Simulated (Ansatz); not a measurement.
Gas-phase electronic energies from Ansatz, PBE0-D4/def2-TZVP geometries. CCSD(T)/CBS adds triple-zeta CCSD(T) − MP2 to the extrapolated MP2 energy (def2 sets, frozen cores). DFT in def2-TZVPP. Elements past krypton have def2 core potentials. For I, Se outer-core shells are correlated without core-valence functions, which leaves a few kJ/mol of doubt a bond. Scalar relativity is left out up to krypton. Each species was taken in one conformer, which may not be the lowest.

`OB(O)[Se]C(F)(F)F` + `CCI` → `OB(O)CI` + `C[Se]C(F)(F)F`  (formal exchange of groups at a B–Se bond)

(1) Is it downhill or uphill in electronic energy at CCSD(T)/CBS, and by how much? (Estimate.)

(2) What do these levels give: PBE-D4, PBE0-D4, ωB97X-V, PBE, r2SCAN, CCSD/CBS(def2)? (Estimate.)

Largest T1 diagnostic among the species: 0.012.

## Answers

(1) The calculation gave: Uphill: ΔE = +0.57 eV.

(2) Ansatz gave: PBE-D4 0.59, PBE0-D4 0.60, ωB97X-V 0.58, PBE 0.59, r2SCAN 0.61, CCSD/CBS(def2) 0.56 eV.
